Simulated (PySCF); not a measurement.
A calculated (PBE0, PySCF 2.14, dyall-av2z, no relativity, point nucleus) atom or ion has these occupied shells.

```tsv
shell	electrons	orbital energy (eV)	rms radius, mean of both spins (bohr)
1s β	1	-20395.9	0.0410
1s α	1	-20395.9	0.0410
2s α	1	-2878.4	0.168
2s β	1	-2877.6	0.168
2p α	3	-2655.5	0.146
2p β	3	-2654.8	0.146
3s α	1	-507.92	0.456
3s β	1	-507.54	0.456
3p α	3	-420.94	0.454
3p β	3	-420.49	0.454
3d α	5	-261.73	0.436
3d β	5	-260.88	0.436
4s α	1	-75.487	1.16
4s β	1	-71.249	1.16
4p α	3	-49.656	1.27
4p β	3	-44.769	1.27
4d α	5	-10.139	1.82
5s α	1	-5.879	3.76
5s β	1	-4.667	3.76
```

**Question.** Name the element and its charge.

**Answer.** Tc (technetium, neutral), in [Kr] 4d5 5s2, high-spin 6S determinant.
